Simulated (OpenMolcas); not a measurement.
Tm3+ with 8 ligands (fluoride) in square antiprismatic coordination (D4d) at 2.3 Å. A charge of +0.625 e stands 2.6 Å behind each ligand. Ligand basis ANO-RCC-VDZP.

```
Program             : OpenMolcas
Method              : CASSCF
Basis               : ANO-RCC-VDZP [7s6p4d2f1g]
Scalar Hamiltonian  : DKH2, point nucleus
Active space        : 12 electrons in 7 orbitals (4f)
State averaging     : 2S+1 = 3 even, 21 roots; 2S+1 = 1 even, 27 roots kept (CI in the orbitals of an earlier block)
Spin-orbit coupling : state interaction with AMFI integrals over the reference wave functions
```

Q: What is the spin-free ground state?

A: A state of multiplicity 3, 2-fold in its orbital part, 100 % from free-ion H terms; it has the highest spin that f12 allows.

Q: Where is the first state of the same spin?

A: A 2-fold state lies at 380 cm-1 above the ground state.

Q: What are the lowest two levels with spin-orbit coupling?

A: A 2-fold level with g = 0.00, 0.00, 13.96, then a 2-fold level 335.3 cm-1 above it. Their leading multiplicities are 3 (99 %) and 3 (99 %).

Q: What is χT at 300 K, and how does it compare with the textbook value?

A: Hund's rules give f12 the level 3H6 with g = 1.167, so an isolated free-ion multiplet has χT = g² J(J+1) / 8 = 7.146 cm3 K/mol. The computed 7.002 at 300 K differs by -2 %, through the field's splitting, the mixing of terms and any other multiplet in reach.

Without dynamic correlation the ligand-field splitting of an f shell can come out too small, at times by half. The first state left out of the spin-orbit step lies near 83000 cm-1 above the lowest spin-free state of the reference (among the parities and spins computed), and the lists stop at four fifths of that energy or lower. No measured value stands beside these numbers; the geometry was imposed, not optimised, and the real ion may take another.

With an even number of electrons the g values are those of a degenerate or nearly degenerate non-Kramers pair.
